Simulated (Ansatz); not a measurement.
The multiplicity is imposed and other spin states were not computed.

Cartesian coordinates (Å):
```xyz
5

Cu    -0.0446    -0.0857     0.0189
O     -1.8033    -2.3064     0.7369
C     -1.0864    -1.4533     0.4507
O      1.0025     1.2655    -0.4154
H      0.5807     2.1418    -0.3860
```
Charge 0, spin multiplicity 1.

Computed with frozen-core CCSD(T)/def2-TZVPP // TPSS-D3(BJ)/def2-SVP in Ansatz (a program for electronic structure).

The HF energy is -1827.18713 Ha and the MP2 correlation energy comes out as -1.53918 Ha.

Problem. Estimate the CCSD correlation energy, the (T) correction, the total energy and the T1 diagnostic.

Solution. 
- CCSD correlation energy = -1.39403 Ha
- (T) correction = -0.06002 Ha
- CCSD(T) total energy = -1828.64118 Ha
- T1 diagnostic = 0.030
